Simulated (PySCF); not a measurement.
H$_{2}$INZn (SMILES [NH2][Zn][I]), singlet, geometry from GFN2-xTB (such geometries of metal compounds can be far from the true shape) (core potentials on I); DF-R2SCAN/def2-SVP (PySCF).

Here is a job for PySCF.
```python
from pyscf import gto, scf, dft

mol = gto.M(
    atom='''
Zn   -0.97414750   -0.40255794    0.65865777
I     0.84296960    0.44248152   -0.74826024
N    -1.60419265   -1.22085287    2.14959968
H    -2.03749760   -2.12876074    2.06122156
H    -2.18611767   -0.70005129    2.78964029
''',
    basis='def2-svp',
    ecp={'I': 'def2-svp'},
    verbose=4,
    max_memory=1800,
)

mf = dft.RKS(mol)
mf.xc = 'r2scan'
mf = mf.density_fit(auxbasis='def2-universal-jkfit')
mf.kernel()
```

The log (banner, timings and long lists left out):

```
PySCF version 2.14.0

[INPUT] verbose = 4
[INPUT] num. atoms = 5
[INPUT] num. electrons = 64
[INPUT] charge = 0
[INPUT] spin (= nelec alpha-beta = 2S) = 0
[INPUT] symmetry False subgroup None
[INPUT] Mole.unit = angstrom
[INPUT] Symbol           X                Y                Z      unit          X                Y                Z       unit  Magmom
[INPUT]  1 Zn    -0.974147500000  -0.402557940000   0.658657770000 AA   -1.840871979930  -0.760724255869   1.244682795117 Bohr   0.0
[INPUT]  2 I      0.842969600000   0.442481520000  -0.748260240000 AA    1.592981675334   0.836168887981  -1.414006923501 Bohr   0.0
[INPUT]  3 N     -1.604192650000  -1.220852870000   2.149599680000 AA   -3.031484759540  -2.307077562689   4.062154672653 Bohr   0.0
[INPUT]  4 H     -2.037497600000  -2.128760740000   2.061221560000 AA   -3.850312443459  -4.022774783326   3.895144230449 Bohr   0.0
[INPUT]  5 H     -2.186117670000  -0.700051290000   2.789640290000 AA   -4.131163672372  -1.322905211248   5.271656134152 Bohr   0.0

nuclear repulsion = 271.782275452852
number of shells = 33
number of NR pGTOs = 172
number of NR cGTOs = 81
basis = def2-svp
ecp = {'I': 'def2-svp'}

******** <class 'pyscf.df.df_jk.DFRKS'> ********
method = DFRKS
initial guess = minao
damping factor = 0
level_shift factor = 0
DIIS = <class 'pyscf.scf.diis.CDIIS'>
diis_start_cycle = 1
diis_space = 8
diis_damp = 0
SCF conv_tol = 1e-09
SCF conv_tol_grad = None
SCF max_cycles = 50
direct_scf = False
XC library pyscf.dft.libxc version 7.1.2
    S. Lehtola, C. Steigemann, M. J. T. Oliveira, and M. A. L. Marques,  SoftwareX 7, 1–5 (2018)
XC functionals = r2scan
    J. W. Furness, A. D. Kaplan, J. Ning, J. P. Perdew, and J. Sun,  J. Phys. Chem. Lett. 11, 8208–8215 (2020)
    J. W. Furness, A. D. Kaplan, J. Ning, J. P. Perdew, and J. Sun,  J. Phys. Chem. Lett. 11, 9248–9248 (2020)
    J. W. Furness, A. D. Kaplan, J. Ning, J. P. Perdew, and J. Sun,  J. Phys. Chem. Lett. 11, 8208–8215 (2020)
    J. W. Furness, A. D. Kaplan, J. Ning, J. P. Perdew, and J. Sun,  J. Phys. Chem. Lett. 11, 9248–9248 (2020)
radial grids:
    Treutler-Ahlrichs [JCP 102, 346 (1995); DOI:10.1063/1.469408] (M4) radial grids

becke partition: Becke, JCP 88, 2547 (1988); DOI:10.1063/1.454033
pruning grids: <function nwchem_prune>
grids dens level: 3
symmetrized grids: False
atomic radii adjust function: <function treutler_atomic_radii_adjust>
small_rho_cutoff = 0
Set gradient conv threshold to 3.16228e-05
Initial guess from minao.
tot grids = 76120
init E= -2101.5436255813
  HOMO = -0.572427508315043  LUMO = -0.52971255103584  gap/eV = 1.16233
cycle= 1 E= -2129.3554797756  delta_E= -27.8  |g|= 3.62  |ddm|= 9.06
  HOMO = -0.102318146156398  LUMO = -0.0553177619353697  gap/eV = 1.27895
cycle= 2 E= -2114.78587906748  delta_E= 14.6  |g|= 5.93  |ddm|= 11.1
  HOMO = -0.0124740415629674  LUMO = 0.0569524316502339  gap/eV = 1.88919
cycle= 3 E= -2131.5380696479  delta_E= -16.8  |g|=  1.8  |ddm|= 8.98
  HOMO = -0.193637119080134  LUMO = -0.0926424340207674  gap/eV = 2.74821
cycle= 4 E= -2132.21540372013  delta_E= -0.677  |g|=  1.7  |ddm|= 3.76
  HOMO = -0.14905324169941  LUMO = -0.0792064808544524  gap/eV = 1.90063
cycle= 5 E= -2132.72652837767  delta_E= -0.511  |g|= 0.638  |ddm|= 1.34
  HOMO = -0.220077766233388  LUMO = -0.0587311818039353  gap/eV = 4.39046
cycle= 6 E= -2132.84536962766  delta_E= -0.119  |g|= 0.38  |ddm|= 1.08
  HOMO = -0.227555579236532  LUMO = -0.0762837487624068  gap/eV = 4.11632
cycle= 7 E= -2132.87368179928  delta_E= -0.0283  |g|= 0.148  |ddm|= 0.44
  HOMO = -0.213568326464922  LUMO = -0.0689648484255301  gap/eV = 3.93486
cycle= 8 E= -2132.8770786843  delta_E= -0.0034  |g|= 0.0415  |ddm|= 0.146
  HOMO = -0.211385494519249  LUMO = -0.0666958981898702  gap/eV = 3.93720
cycle= 9 E= -2132.87764926481  delta_E= -0.000571  |g|= 0.0105  |ddm|= 0.0833
  HOMO = -0.212611120835675  LUMO = -0.0676002225916505  gap/eV = 3.94595
cycle= 10 E= -2132.87768999576  delta_E= -4.07e-05  |g|= 0.00164  |ddm|= 0.0168
  HOMO = -0.212400399056811  LUMO = -0.067592695167825  gap/eV = 3.94042
cycle= 11 E= -2132.87769083367  delta_E= -8.38e-07  |g|= 0.000284  |ddm|= 0.00253
  HOMO = -0.212390455906601  LUMO = -0.0675927406791814  gap/eV = 3.94015
cycle= 12 E= -2132.8776908528  delta_E= -1.91e-08  |g|= 3.52e-05  |ddm|= 0.000299
  HOMO = -0.212390938435952  LUMO = -0.0675942308004664  gap/eV = 3.94012
cycle= 13 E= -2132.87769085302  delta_E= -2.26e-10  |g|= 1e-05  |ddm|= 4.42e-05
  HOMO = -0.212394963840919  LUMO = -0.0675939563054655  gap/eV = 3.94024
Extra cycle  E= -2132.87769085292  delta_E= 9.91e-11  |g|= 2.19e-05  |ddm|= 3.91e-05
converged SCF energy = -2132.87769085292
```
